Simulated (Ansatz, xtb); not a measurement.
# C2H4AgAlO: which of two conformers lies lower

We compare I, `C=[CH][Al]([OH])[Ag]`, a singlet, with II, `C=[CH][Al]([OH])[Ag]`, a singlet. Both are isolated molecules in the gas phase, relaxed with PBE0-D3(BJ)/def2-SVP.

I (Å):

```tsv
atom	x (Å)	y (Å)	z (Å)
C	-0.4559	0.2417	-0.7414
C	-0.1770	1.5384	-0.9413
Ag	-3.1314	1.3804	1.7687
Al	-1.8438	-0.2928	0.5159
O	-2.0851	-1.9816	0.6716
H	-2.7347	-2.3783	1.2544
H	0.1272	-0.4958	-1.3114
H	0.5964	1.8850	-1.6392
H	-0.7179	2.3328	-0.4074
```

II (Å):

```xyz
9

C     0.4947   -0.2442   -2.2531
C     0.2882   -0.0565   -0.9399
Ag   -2.1556    0.6717    2.0618
Al   -1.5099    0.3013   -0.2768
O    -2.6607    0.3341   -1.5493
H    -3.5956    0.4947   -1.4121
H    -0.3303   -0.2012   -2.9748
H     1.4885   -0.4488   -2.6746
H     1.1631   -0.1142   -0.2771
```

Problem. Estimate which is lower in electronic energy at CCSD(T)/def2-SVP + ΔMP2/def2-TZVPP, and by roughly how much.

Solution. Too close to call at this level: CCSD(T)/def2-SVP + ΔMP2/def2-TZVPP gives E(II) − E(I) = +0.98 kcal/mol.

How the difference moves with the method:

| level | geometry | E(II) − E(I) (kcal/mol) | departure from the last row (kcal/mol) | job, with rough time for the two |
| --- | --- | --- | --- | --- |
| PBE0-D3(BJ)/def2-SVP | PBE0-D3(BJ)/def2-SVP | +0.87 | −0.11 | optimisation, 95 s |
| HF/def2-SVP | PBE0-D3(BJ)/def2-SVP | +0.22 | −0.77 | part of the CCSD(T) run |
| MP2/def2-SVP | PBE0-D3(BJ)/def2-SVP | +0.88 | −0.10 | part of the CCSD(T) run |
| CCSD(T)/def2-SVP | PBE0-D3(BJ)/def2-SVP | +0.70 | −0.29 | single point |
| CCSD(T)/def2-SVP + ΔMP2/def2-TZVPP | PBE0-D3(BJ)/def2-SVP | +0.98 |  | single point, 53 s |

The largest departure from CCSD(T)/def2-SVP + ΔMP2/def2-TZVPP is that of HF/def2-SVP, 0.77 kcal/mol. Levels run at GFN2-xTB geometries aren't shown. The last row adds to CCSD(T) the change of the MP2 difference between the two basis sets, here +0.29 kcal/mol.

With harmonic frequencies from PBE0-D3(BJ)/def2-SVP (ideal gas, rigid rotor, one conformer each, 298.15 K, 1 atm): the zero-point term adds +0.06 kcal/mol; ΔH is +1.06 and ΔG +1.04 kcal/mol.

The correlated steps freeze 8 core orbitals; the last core shell of Ag is correlated, in a basis made for valence electrons. Atoms past krypton carry core potentials in the def2 sets and no spin–orbit term is included. Codes used: Ansatz 0.2.0; the last row on 2 threads of Arm Neoverse V2 on a shared host.
